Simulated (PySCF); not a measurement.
Delta-SCF ions had no search for a lower state. Excitations are Tamm–Dancoff values on a coarser integration grid. The basis has no diffuse functions, so Rydberg states are missing or too high.

## H$_{6}$Si$_{3}$, SMILES `[SiH2]=[SiH][SiH3]` (charge 0, multiplicity 1)

Calculation: TPSSh-D3(BJ)/def2-TZVP // CAM-B3LYP-D3(BJ)/def2-TZVP in PySCF 2.14.0.

| Quantity | Value |
|---|---|
| HOMO | -5.58 eV |
| dipole moment | 0.06 D |
| HOMO–LUMO gap | 3.37 eV |
| LUMO | -2.21 eV |
| S1 excitation (TDA) | 4.30 eV |
| S1 oscillator strength | 0.005 |
| brightest of the four lowest singlets (TDA) | 4.32 eV |
| T1 excitation (TDA) | 1.92 eV |
| S1–T1 gap (TDA) | 2.38 eV |
| vertical ionisation energy (Delta-SCF) | 7.79 eV |
| total energy | -872.1207 Ha |
| cost | about 5 core-minutes (a rough figure) |

Bonds (Å): Si1–Si2 2.121, Si1–H4 1.472, Si1–H5 1.472, Si2–Si3 2.310, Si2–H6 1.475, Si3–H7 1.479, Si3–H8 1.480, Si3–H9 1.478. Bond angles (°): Si2–Si1–H4 124.4, Si2–Si1–H5 121.3, H4–Si1–H5 114.3, Si1–Si2–Si3 120.4, Si1–Si2–H6 119.3, Si3–Si2–H6 120.3, Si2–Si3–H7 111.2, Si2–Si3–H8 111.3, Si2–Si3–H9 107.3, H7–Si3–H8 108.3, H7–Si3–H9 109.4, H8–Si3–H9 109.4.
Charge 0, spin multiplicity 1.
